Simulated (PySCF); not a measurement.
**Static response to an electric field**

Compound: C4H13N3Si.
Structure used (PBE0-D3(BJ)/def2-SVP), in Å, numbered top down from 1:
```
atom  x, y, z in Å
C1    -2.6738   -0.4029    1.0242
N2    -1.4984   -0.0354    0.2843
C3    -1.6940    0.0970   -1.1363
Si4    0.0900    0.0394    0.9639
N5     1.2915   -1.1400    0.5254
C6     2.2843   -0.5936   -0.3794
C7     2.3804    0.8963   -0.0436
N8     1.0276    1.3215    0.2608
H9    -2.4502   -0.4574    2.1006
H10   -3.4874    0.3364    0.8894
H11   -3.0792   -1.3883    0.7164
H12   -1.9772   -0.8597   -1.6200
H13   -2.4950    0.8267   -1.3645
H14   -0.7705    0.4652   -1.6075
H15   -0.1778    0.0584    2.4346
H16    1.1170   -2.1333    0.4481
H17    3.2698   -1.0751   -0.2534
H18    2.0008   -0.7094   -1.4471
H19    2.8034    1.4519   -0.8985
H20    3.0738    1.0340    0.8119
H21    0.9060    2.3009    0.4831
```

Level: CAM-B3LYP/def2-SVPD (PySCF), static field, nuclei fixed, core orbitals frozen in the response. The polarisability tensor in these axes (au):

```
x   110.34   2.67  -3.32
y     2.67  85.15  -0.98
z    -3.32  -0.98  90.84
```

Task: Give the principal values, the mean and the anisotropy Δα = √{½[(α1 − α2)² + (α2 − α3)² + (α1 − α3)²]}.

Result: Principal values 84.80, 90.34 and 111.19 au; mean 95.45 au = 14.14 Å³ = 15.74 × 10⁻⁴⁰ C²·m²/J; Δα = 24.11 au (25 % of the mean).

Task: What is the dipole moment, and where does it point?

Result: (0.02, -0.01, -0.66) D, 0.66 D in size, pointing from the negative to the positive side. Measured along this direction, the outermost atoms are H15 at the negative end and H12, H14 and H18 at the positive end.

Task: Find the Langevin capture rate constant for H3+ (3.023 u) meeting this molecule (131.088 u), k = 2.342 × 10⁻⁹ cm³/s × √(α in Å³ / reduced mass in u).

Result: The reduced mass is 2.96 u, so k = 5.12 × 10⁻⁹ cm³/s. The formula leaves out the permanent dipole, which adds to the capture rate.

Task: Molar refractivity from α?

Result: Lorentz–Lorenz: R = (4π/3)N_A α = 2.5225 cm³/(mol·Å³) × 14.14 Å³ = 35.7 cm³/mol, in the limit of long wavelengths.

Task: Refractivity n − 1 of an ideal gas of it at 400 K and 1 atm, from the electronic α?

Result: N = p/kT = 1.8347 × 10¹⁹ cm⁻³, so n − 1 = 2π × N × 14.14 × 10⁻²⁴ cm³ = 1630 × 10⁻⁶ at long wavelengths, for an ideal gas.

Task: Give the principal axes and the span of the nuclei along them.

Result: Largest value along (0.98, 0.11, -0.16), where the nuclei span 6.66 Å; middle along (0.18, -0.10, 0.98), 4.20 Å; least along (-0.09, 0.99, 0.11), 4.41 Å. The strongest response lies along the longest span, while the other two are in reverse order.

Task: Rayleigh depolarisation ratio (linearly polarised light, static tensor)?

Result: ρ = 3Δα²/(45ᾱ² + 4Δα²) = 1743.3/(409946 + 2324.4) = 0.00423.

Geometry: PBE0-D3(BJ)/def2-SVP, one conformer, isolated molecule.
